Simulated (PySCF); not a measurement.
# Magnetisability and related constants of SMILES C=C(F)[SiH2]C(=O)OC, C4H7FO2Si

Computed, not measured: GIAO B3LYP/pcSseg-1 magnetisability, rotational g tensor and spin-rotation constants, non-relativistic, gas phase (PySCF 2.14.0). Geometry: GFN2-xTB.

Input:
```
{"job": {"kind": "mag", "xc": "B3LYP", "basis": "pcSseg-1", "isotopologues": 2}, "charge": 0, "multiplicity": 1}
C     -3.135604    -0.306438     0.507822
C     -1.996497    -0.394326    -0.158790
F     -1.606602    -1.623470    -0.595816
Si    -0.764511     0.977573    -0.612590
C      0.882761     0.517712     0.264037
O      1.145777     0.700746     1.426325
O      1.712034    -0.071319    -0.599536
C      2.962274    -0.528434    -0.093048
H     -3.478896     0.645045     0.866398
H     -3.746073    -1.171220     0.710483
H     -0.520376     0.955957    -2.052321
H     -1.275753     2.236006    -0.076926
H      3.433029    -1.090594    -0.895261
H      2.801940    -1.162049     0.781465
H      3.582085     0.322802     0.196465
```
Coordinates are in Å.

Command: `OMP_NUM_THREADS=1 python excited_run.py task.json out`

Show the output.

Atoms count from 0.
```
coarse grid: 13568 points
cycle   1  E = -696.1059158915  dE =  1.041e+00  |g| = 1.015e+00  |ddm| = 3.474e+00
cycle   2  E = -695.5410418015  dE =  5.649e-01  |g| = 1.982e+00  |ddm| = 1.914e+00
cycle   3  E = -696.2637692506  dE = -7.227e-01  |g| = 3.872e-01  |ddm| = 1.500e+00
cycle   4  E = -696.2894646426  dE = -2.570e-02  |g| = 1.335e-01  |ddm| = 3.148e-01
cycle   5  E = -696.2923109905  dE = -2.846e-03  |g| = 2.869e-02  |ddm| = 8.337e-02
cycle   6  E = -696.2924842873  dE = -1.733e-04  |g| = 8.899e-03  |ddm| = 2.802e-02
cycle   7  E = -696.2924992729  dE = -1.499e-05  |g| = 2.828e-03  |ddm| = 8.345e-03
cycle   8  E = -696.2925008412  dE = -1.568e-06  |g| = 9.455e-04  |ddm| = 2.455e-03
final grid: 128384 points
cycle   9  E = -696.3748517654  dE = -2.692e-05  |g| = 8.231e-03  |ddm| = 1.531e-02
cycle  10  E = -696.3748334599  dE =  1.831e-05  |g| = 1.303e-02  |ddm| = 1.238e-02
cycle  11  E = -696.3748645637  dE = -3.110e-05  |g| = 1.609e-03  |ddm| = 8.067e-03
cycle  12  E = -696.3748650337  dE = -4.700e-07  |g| = 4.410e-04  |ddm| = 1.190e-03
cycle  13  E = -696.3748650623  dE = -2.855e-08  |g| = 1.872e-04  |ddm| = 3.761e-04
cycle  14  E = -696.3748650685  dE = -6.238e-09  |g| = 5.245e-05  |ddm| = 1.451e-04
cycle  15  E = -696.3748650690  dE = -5.273e-10  |g| = 1.826e-05  |ddm| = 4.643e-05
converged SCF energy = -696.3748650690

Magnetisability tensor (1e-30 J/T^2)
    -1126.47       -8.56      -56.71
       -8.56    -1098.17       66.91
      -56.71       66.91    -1007.56
isotropic -1077.40   principal values   -1157.46  -1119.93   -954.80
isotropic susceptibility -64.882 1e-6 cm^3/mol

Inertial axes            a          b          c
rot. const./GHz      3.0525     0.9420     0.8673
chi total           -68.209    -62.549    -63.890
chi diamagnetic    -488.304  -1363.977  -1460.838
chi paramagnetic    420.096   1301.428   1396.948
quadrupole/D A       11.260     -4.573     -6.687
g nuclear            0.5571     0.5636     0.5589
g electronic        -0.6025    -0.5759    -0.5692
g total             -0.0453    -0.0124    -0.0103

Spin-rotation constants (kHz, H = +C I.J)
atom  isotope        aa         bb         cc
  2    19F        4.747      1.206      0.731
  8     1H       -0.298      0.075     -0.104
  9     1H       -0.085     -0.024     -0.065
 10     1H       -0.279     -0.077      0.029
 11     1H       -0.262      0.038     -0.090
 12     1H       -0.271     -0.004     -0.058
 13     1H       -0.286     -0.090      0.034
 14     1H       -0.097     -0.016     -0.095
  0    13C*       0.736      0.438      0.164
  1    13C*       1.033      0.511      0.264
  3   29Si*      -1.808     -0.522     -0.490
  4    13C*       1.430      0.377      0.300
  5    17O*      -1.380     -0.406     -0.468
  6    17O*      -0.850     -0.147     -0.254
  7    13C*       0.514      0.203      0.188
* in the singly substituted isotopologue

Isotopologues: g along a, b, c
2H    at 8,9,10,11,12,1    -0.0412    -0.0107    -0.0093
13C   at 0                 -0.0453    -0.0121    -0.0102
```

It took 47 s wall time on 1 thread of an Arm Neoverse N1, shared host, peak memory 0.8 GiB.
